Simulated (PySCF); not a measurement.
## Working out the excitation energy of B⁺

B⁺ [He] 2s2 (1S) → B⁺ [He] 2p2 (3P). Calculation: PySCF 2.14, in dyall-av2z (11s7p2d, 42 functions); the non-relativistic Hamiltonian (point nucleus). Frozen: 1s2; the 8 highest virtual orbitals dropped. Energies in hartree (1 hartree = 27.21139 eV):

| part | B⁺ (lower) | B⁺ (upper) |
| --- | --- | --- |
| UHF | -24.236508 | -23.834833 |
| MP2 opposite-spin | -0.035346 | 0.000000 |
| MP2 same-spin | 0.000000 | -0.005416 |

Task: What does Hartree-Fock give?

Result: (-23.834833) − (-24.236508) = 0.401675 hartree = 10.930 eV.

Task: What do MP2 and SCS-MP2 (6/5 opposite-spin, 1/3 same-spin) give?

Result: The opposite-spin parts differ by 0.962 eV and the same-spin parts by -0.147 eV. MP2: 10.930 + (0.962) + (-0.147) = 11.745 eV. SCS-MP2: 10.930 + 1.2 × (0.962) + (-0.147)/3 = 12.035 eV.

Measured between the centres of the two terms (NIST): 12.265 eV, so MP2 (valence) is off by -0.520 eV.

A double-zeta basis recovers only part of the correlation energy.

What remains against the reference includes basis incompleteness, the frozen core and correlation beyond second order.
